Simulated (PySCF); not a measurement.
C₃H₈GeSi, SMILES C#C[CH2][GeH2][SiH3].

Geometry: r2SCAN-D4/def2-SVP. This is a generated structure with no PubChem entry under its InChIKey; it may be hypothetical. One conformer was computed; it need not be the lowest.

Two levels are set side by side: TDA-PBE/def2-SVPD (PySCF) and TDA-CAM-B3LYP/def2-SVPD (PySCF). Vertical, same geometry. The lowest singlet is HOMO→LUMO 91 % with PBE and HOMO→LUMO+4 44 %, HOMO→LUMO+8 11 %, HOMO→LUMO+2 10 % with the other functional; states are paired by order. Differences are taken from unrounded values.

```json
[
 {"quantity": "lowest singlet excitation (eV)", "TDA-PBE": "5.57"},
 {"quantity": "lowest triplet excitation (TDA) (eV)", "TDA-PBE": "5.01"}
]
```

Q: These are the TDA-PBE values. What does TDA-CAM-B3LYP give? (Estimate from the structure and the level; the computed values follow.)

A: 
| quantity | TDA-CAM-B3LYP | TDA-PBE minus TDA-CAM-B3LYP |
|---|---|---|
| lowest singlet excitation (eV) | 6.24 | -0.67 |
| lowest triplet excitation (TDA) (eV) | 5.17 | -0.17 |

A lower first singlet is the usual sign of a functional without exact exchange. Differences between two approximate levels are no errors against the true value.

Rough cost on one machine, each run with all the roots and properties that it gave: TDA-CAM-B3LYP against TDA-PBE about 5 times.
